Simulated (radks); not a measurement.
Results of a calculation; reference values are marked as such.
Hf9+, configuration [Kr] 4d10 4f13 5s2 5p2. Code: a radial shooting solver on a logarithmic mesh with Libxc functionals. Model: Dirac Kohn-Sham, PBE, spin-unpolarised, spherical densities, finite nucleus; open shells fill j = l - 1/2 first; Fermi nuclear charge, rms radius 5.347 fm.

Radial electron density D(r) = 4 pi r^2 rho(r):

```
   r/bohr * D(r) (the largest magnitude, 128, reaches the edge; | marks zero)
 0.002422 |          *
 0.003205 |               *
  0.00424 |                     *
  0.00561 |                            *
 0.007364 |                                   *
 0.009744 |                                        *
  0.01289 |                                           *
  0.01706 |                                         *
  0.02257 |                                      *
  0.02963 |                                      *
   0.0392 |                                              *
  0.05186 |                                                      *
  0.06862 |                                                     *
  0.09007 |                                             *
   0.1192 |                                            *
   0.1577 |                                                  *
   0.2086 |                                          *
   0.2739 |                          *
   0.3624 |                           *
   0.4794 |                            *
   0.6344 |                  *
   0.8327 |        *
    1.102 |   *
    1.458 |*
    1.929 *
    2.532 *
     3.35 *
```

D(r) has 4 maxima, at r = 0.0130, 0.0585, 0.163, 0.436 bohr, and minima at 0.0252, 0.106, 0.309 bohr, inside which lie 2.01, 11.12, 29.84 electrons.
